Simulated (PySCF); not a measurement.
## Correlation energy of Zr⁺ (zirconium, charge +1)

[Kr] 4d2 5s1, high-spin 4F determinant. Calculation: PySCF 2.14, in x2c-TZVPPall; the spin-free X2C one-electron Hamiltonian (Gaussian nucleus). Frozen: [Kr]; 3 electrons correlated.

MP2 pair energies summed by pair of shells (mhartree):

```json
{"pair": "4d-5s", "energy": "-7.86", "share (%)": "68.1"}
{"pair": "4d-4d", "energy": "-3.69", "share (%)": "31.9"}
```

Total MP2 correlation energy: -11.55 mhartree.

Same-spin part -11.55 and opposite-spin part 0.00 mhartree; SCS-MP2 scales them by 1/3 and 6/5 to -3.85 mhartree.
